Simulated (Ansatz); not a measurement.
Molecule: CH₄B, net charge 0, doublet state. It need not be the lowest isomer of its formula. 
Coordinates optimised at B3LYP-D3(BJ)/def2-TZVP (Ansatz, a program for electronic structure):
```
C
H 1 1.0906
H 1 1.0970 2 109.31
H 1 1.1021 2 107.26 3 113.98
B 1 1.5376 2 115.97 4 117.62
H 5 1.1921 1 128.20 2 169.02
```
Charge 0, spin multiplicity 2.

Basis-set convergence of Hartree-Fock and MP2 correlation energies (hartree) with Ansatz. Valence correlation only, unless marked. Open shells are spin-unrestricted. No spin-orbit coupling. No relativistic terms.

| basis | functions | E(HF) | E(corr, MP2) |
|---|---|---|---|
| cc-pVDZ | 48 | -64.80948 | -0.20884 |
| cc-pVTZ | 116 | -64.82765 | -0.25740 |
| cc-pVQZ | 230 | -64.83179 | -0.27374 |

Extrapolating the two largest sets (X = 3 and 4) as X^-3: E(corr) = (64·(-0.27374) - 27·(-0.25740))/37 = -0.2857 Eh, an estimate of the basis-set limit. The largest set recovers 95.8 % of it, the smallest 73.1 %.
